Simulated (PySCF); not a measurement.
BrF₂GeH₂N. Atoms are numbered in the order given.

```xyz
7

N      1.5216    -1.6138     0.0000
Ge    -0.0189    -0.6778     0.0000
F     -0.9244    -1.1487     1.3910
F     -0.9244    -1.1487    -1.3910
Br     0.0687     1.6182     0.0000
H      2.0927    -1.4876     0.8342
H      2.0927    -1.4876    -0.8342
```

Coordinates come from a B3LYP-D3(BJ)/def2-SVP optimisation. The structure was generated by enumeration, and PubChem lists no compound with its InChIKey, so it may never have been made. Other conformers were not sampled.

The numbers are results of PBE/pcSseg-1 in PySCF, not measurements.

GIAO shieldings, no solvent; atoms alike by connectivity are averaged. δ = σ(ref) − σ: ¹⁵N against NH3 (σ = 267.0 ppm); ⁷³Ge against GeH4 (σ = 1614.4 ppm); ¹⁹F against CFCl3 (σ = 133.6 ppm); ¹H against TMS (σ = 31.49 ppm), references at their B3LYP-D3(BJ)/def2-TZVP geometries, non-relativistic (without spin–orbit terms, shifts of atoms bonded to Cl or Br come out too high).

```tsv
nucleus	atoms	count	δ (ppm)
¹⁵N	N1	1	58.4
⁷³Ge	Ge2	1	394.7
¹⁹F	F3, F4	2	-130.6
¹H	H6, H7	2	1.90
```
